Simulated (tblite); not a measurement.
Species: C7H12OSi.
Numbering: `[CH:1]#[C:2]/[C:3](=[CH:4]/[O:5][SiH3:6])[CH2:7][CH2:8][CH3:9]` (hydrogens: H10 on C1; H11 on C4; H12, H13, H14 on Si6; H15, H16 on C7; H17, H18 on C8; H19, H20, H21 on C9)

Computed with GFN2-xTB (tblite), gas phase: L-BFGS steps from a force-field or distance-geometry start until the largest atomic force falls under 0.01 eV/Å.

Step 34: E = -731.2759 eV
```
atom  x, y, z in Å  |  force x, y, z in eV/Å
C1      0.2344   -3.2731   -1.1902   -0.015  -0.025   0.005
C2      0.2969   -2.1062   -0.9141    0.017   0.001   0.000
C3      0.3915   -0.7297   -0.6036   -0.014  -0.007  -0.028
C4      1.6047   -0.2299   -0.3379   -0.012   0.003   0.031
O5      1.8182    1.0629   -0.0296   -0.033   0.031  -0.010
Si6     3.1744    1.8958    0.3043   -0.021   0.050   0.017
C7     -0.8824    0.0706   -0.5710   -0.012   0.006   0.037
C8     -1.6851   -0.2333    0.7006   -0.014   0.014   0.016
C9     -3.0150    0.5132    0.7321    0.020  -0.021  -0.011
H10     0.1868   -4.2946   -1.4231   -0.040  -0.001  -0.007
H11     2.4769   -0.8739   -0.3615    0.006   0.016  -0.013
H12     2.5844    3.2024    0.5409   -0.017   0.005   0.002
H13     3.8442    1.3382    1.4814    0.012  -0.014  -0.017
H14     4.0943    1.8756   -0.8347    0.008  -0.029   0.005
H15    -0.6378    1.1336   -0.6024    0.025  -0.001   0.008
H16    -1.4901   -0.1723   -1.4477    0.025  -0.023   0.028
H17    -1.8673   -1.3101    0.7603    0.003   0.032  -0.017
H18    -1.0905    0.0527    1.5716    0.014  -0.015  -0.009
H19    -2.8554    1.5898    0.6821    0.004  -0.059  -0.008
H20    -3.5535    0.2886    1.6520    0.028   0.014  -0.045
H21    -3.6385    0.2167   -0.1099    0.017   0.025   0.016
```

Step 35: E = -731.2766 eV
```
atom  x, y, z in Å  |  force x, y, z in eV/Å
C1      0.2289   -3.2739   -1.1897   -0.017  -0.011   0.006
C2      0.2948   -2.1072   -0.9136    0.018  -0.008  -0.006
C3      0.3930   -0.7313   -0.6039    0.003   0.007  -0.001
C4      1.6069   -0.2329   -0.3380   -0.015   0.013   0.029
O5      1.8185    1.0601   -0.0295   -0.026   0.035  -0.007
Si6     3.1716    1.8980    0.3050   -0.018   0.033   0.004
C7     -0.8793    0.0718   -0.5689   -0.007  -0.002   0.016
C8     -1.6841   -0.2336    0.7010    0.019   0.016  -0.006
C9     -3.0141    0.5128    0.7307    0.044  -0.030  -0.001
H10     0.1768   -4.2945   -1.4233   -0.039  -0.021  -0.010
H11     2.4804   -0.8753   -0.3625   -0.004   0.014  -0.014
H12     2.5766    3.2023    0.5400   -0.018   0.012   0.004
H13     3.8414    1.3423    1.4831    0.014  -0.011  -0.020
H14     4.0910    1.8791   -0.8354    0.004  -0.027   0.018
H15    -0.6329    1.1348   -0.5996    0.020  -0.016   0.010
H16    -1.4842   -0.1713   -1.4473    0.007  -0.010   0.025
H17    -1.8650   -1.3112    0.7578    0.002   0.051  -0.004
H18    -1.0885    0.0534    1.5715   -0.006  -0.030  -0.008
H19    -2.8540    1.5890    0.6829    0.005  -0.047  -0.022
H20    -3.5500    0.2887    1.6514    0.000   0.003  -0.036
H21    -3.6365    0.2159   -0.1120    0.014   0.029   0.024
```

Q: Estimate the geometry and energy of step 36. (The exact step hangs on the optimiser's Hessian estimate; all steps are aligned on step 35, rigid shifts and turns removed.)

A: E = -731.2772 eV, largest force 0.058 eV/Å
```
atom  x, y, z in Å  |  force x, y, z in eV/Å
C1      0.2235   -3.2748   -1.1891   -0.019   0.004   0.007
C2      0.2931   -2.1082   -0.9133    0.017  -0.017  -0.011
C3      0.3943   -0.7327   -0.6042    0.020   0.013   0.025
C4      1.6086   -0.2354   -0.3375   -0.014   0.023   0.021
O5      1.8182    1.0583   -0.0296   -0.017   0.033  -0.002
Si6     3.1687    1.9006    0.3056   -0.014   0.008  -0.009
C7     -0.8764    0.0729   -0.5668    0.008  -0.010  -0.011
C8     -1.6829   -0.2336    0.7013    0.047   0.010  -0.021
C9     -3.0124    0.5119    0.7293    0.051  -0.026   0.006
H10     0.1669   -4.2946   -1.4236   -0.036  -0.032  -0.010
H11     2.4835   -0.8763   -0.3637   -0.014   0.017  -0.012
H12     2.5687    3.2023    0.5391   -0.018   0.021   0.006
H13     3.8393    1.3458    1.4841    0.013  -0.005  -0.024
H14     4.0882    1.8817   -0.8355   -0.002  -0.023   0.029
H15    -0.6281    1.1356   -0.5968    0.015  -0.025   0.011
H16    -1.4788   -0.1706   -1.4463   -0.013   0.002   0.016
H17    -1.8628   -1.3114    0.7553    0.000   0.048   0.008
H18    -1.0868    0.0535    1.5713   -0.016  -0.036   0.002
H19    -2.8527    1.5875    0.6832    0.012  -0.018  -0.032
H20    -3.5467    0.2888    1.6501   -0.027  -0.011  -0.016
H21    -3.6343    0.2157   -0.1135    0.008   0.023   0.019
```

The energy changes by -0.0006 eV. The first-order estimate −F·Δx gives -0.0009 eV and the mean of the old and new forces, exact on a quadratic surface, -0.0006 eV. The step makes an angle of 74° with the force vector and moves no atom by more than 0.010 Å.

The cost below is that of the whole relaxation. On Arm Neoverse N1, one thread, no GPU, shared host, this took 0.97 s of wall time.
